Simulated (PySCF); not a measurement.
Mapped SMILES: `[O:1]=[CH:2][c:3]1[cH:4][cH:5][cH:6][cH:7][n:8]1` (H(Xn): hydrogen on atom n).

Computational details: GIAO CAM-B3LYP/pcSseg-2 shieldings, B3LYP/pcJ-1 coupling constants (spin–dipole term only in couplings to heteroatoms), structure optimised with PBE0-D3(BJ)/def2-SVP, in PySCF 2.14 (single conformer, non-relativistic Hamiltonian, no solvent model).

Predict the 2D correlation tables (HSQC, COSY, HMBC).

Answers



HSQC (one-bond C–H):
```csv
δH,δC,"¹J(C,H) (Hz)"
10.23 (H(C2)),208.8 (C2),187
9.00 (H(C7)),163.4 (C7),189
8.41 (H(C4)),133.9 (C4),177
8.01 (H(C5)),149.9 (C5),171
7.59 (H(C6)),139.8 (C6),171
```

COSY cross peaks (|J| ≥ 2 Hz):
```csv
δH,δH,abs. J (Hz),bonds
9.00 (H(C7)),7.59 (H(C6)),5.4,3
8.41 (H(C4)),8.01 (H(C5)),8.7,3
8.01 (H(C5)),7.59 (H(C6)),8.3,3
```

HMBC (two and three bonds, |J| ≥ 2.5 Hz):
```csv
δH,δC [abs. J in Hz]
10.23 (H(C2)),"167.3 (C3) [24.7], 133.9 (C4) [2.8]"
9.00 (H(C7)),"167.3 (C3) [11.0], 149.9 (C5) [6.7], 139.8 (C6) [9.9]"
8.41 (H(C4)),139.8 (C6) [7.2]
8.01 (H(C5)),"167.3 (C3) [6.6], 163.4 (C7) [7.1]"
7.59 (H(C6)),"163.4 (C7) [4.0], 133.9 (C4) [7.1]"
```

Shifts are taken against calculated references (same method and geometry level): ¹H (σ = 31.34 ppm) and ¹³C (σ = 182.55 ppm) against TMS.

Unscaled 3J(H,H) at this level run about 10 % above measured values. Shifts are as computed, not scaled to solution data. Of 1211 compounds with measured shifts, 218 miss one by over three times the rms of a fit or turn the order of signals round; such compounds aren't used in these exercises.
